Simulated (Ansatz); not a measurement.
The cluster LiPt3, relaxed as a doublet with UKS PBE-D4/def2-TZVP in Ansatz, starting from the GFN1-xTB geometry. Force threshold 0.02 eV/Å.

In the def2 sets Pt takes a core potential; there is no spin–orbit coupling. The structure comes from a short search, and lower isomers may exist.

Start:

```xyz
4

Li   -1.6194    0.1170   -0.3935
Pt    0.4646    1.1612    0.7957
Pt    0.8631   -0.0661   -1.2039
Pt    0.2918   -1.2120    0.8016
```

Problem. Estimate the energy that the relaxation releases and the steps that it takes.

Solution. 13.3 kcal/mol, in 5 steps; 12 s on 4 threads of Arm Neoverse V1 on a shared host. No frequencies were taken in this run, so the end may be a saddle point.

Problem. Does the start keep its bonding and symmetry?

Solution. By distances, no bond broke or formed. The bond that changes most is Pt3–Pt4, from 2.38 to 2.54 Å (atoms count from 1). Point group C3v at the start, C3v at the end, both within 0.05 Å.

Problem. Predict the relaxed structure.

Solution. 
```xyz
4

Li   -1.466    0.106   -0.357
Pt    0.409    1.246    0.828
Pt    0.833   -0.064   -1.307
Pt    0.224   -1.288    0.835
```
Bond lengths (bridged metal pairs left out): 3 × Li–Pt 2.49 Å; 3 × Pt–Pt 2.54 Å.
